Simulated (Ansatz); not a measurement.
Total energies of Sn₂₁AsH₃₂⁻ from Ansatz at PBE-D4/def2-TZVP, gas phase (1 Eh = 27.2114 eV = 2625.5 kJ/mol). The reference geometry is relaxed at r2SCAN-D4/def2-SVP.

```xyz
54

Sn   -1.443   -4.151   -3.204
Sn   -0.887   -3.344    3.990
Sn    3.049   -0.615    3.418
Sn    1.763   -1.245   -4.268
Sn    3.927    0.481   -0.882
As    0.618   -1.862   -0.036
Sn   -2.669   -0.303   -1.047
Sn   -1.344    0.857    2.236
Sn   -0.702    1.630   -1.651
Sn    2.078    3.387    1.995
Sn   -2.503    5.115    1.066
Sn   -0.097   -3.974    1.368
Sn    1.017   -3.136   -2.313
Sn   -3.236   -1.998   -3.234
Sn    3.108   -1.614    0.787
Sn   -2.349   -0.944    4.209
Sn    1.069    1.380    3.674
Sn    4.303   -0.345   -3.527
Sn    0.079    1.017   -4.303
Sn    1.835    2.351   -0.613
Sn   -2.627    3.243    3.180
Sn   -2.180    4.035   -1.518
H    -1.220   -4.799   -4.792
H    -2.043   -5.449   -2.245
H    -1.724   -4.770    4.513
H     0.573   -3.342    4.912
H     4.652   -0.031    3.720
H     2.846   -1.939    4.506
H     1.812   -2.040   -5.808
H     5.359    1.236   -0.263
H    -2.487   -1.426    0.240
H    -4.102    0.609   -0.704
H     3.737    3.867    2.118
H     1.163    4.850    2.066
H    -1.192    6.229    1.226
H    -3.906    6.127    0.930
H     1.148   -5.175    1.290
H    -1.431   -4.630    0.483
H     2.230   -4.368   -2.187
H    -4.848   -2.615   -3.141
H    -3.123   -1.237   -4.777
H     4.010   -3.079    0.579
H    -2.293   -0.613    5.913
H    -3.979   -1.481    3.951
H     1.224    1.945    5.311
H     5.492   -1.595   -3.630
H     4.876    0.942   -4.527
H     1.037    2.281   -4.994
H    -1.204    0.745   -5.427
H     2.177    3.605   -1.772
H    -4.341    3.092    3.418
H    -2.102    4.162    4.559
H    -3.724    3.736   -2.238
H    -1.427    5.200   -2.554
```

| state | geometry | energy (Eh) |
| --- | --- | --- |
| charge -1 singlet | reference | -6755.66198 |
| charge 0 doublet | reference | -6755.50753 |
| charge -1 triplet | relaxed at r2SCAN-D4/def2-SVP | -6755.62198 |

In the def2 sets Sn takes a core potential; there is no spin–orbit coupling. Single mean-field runs in def2-TZVP are fitted with def2-universal-jkfit.

**Question.** Work out the vertical ionisation energy to the doublet.

**Answer.** E(charge 0 doublet) − E(charge -1 singlet) = -6755.50753 − (-6755.66198) = 0.15445 Eh = 4.20 eV. For comparison, −ε of the highest occupied level is 2.77 eV at this level, 1.43 eV less.

**Question.** Which of the charge -1 states is lowest, and how far above it are the others?

**Answer.** The singlet. triplet: -6755.62198 − (-6755.66198) = 0.04000 Eh = 105.0 kJ/mol. The triplet differs in its bonds from the reference.
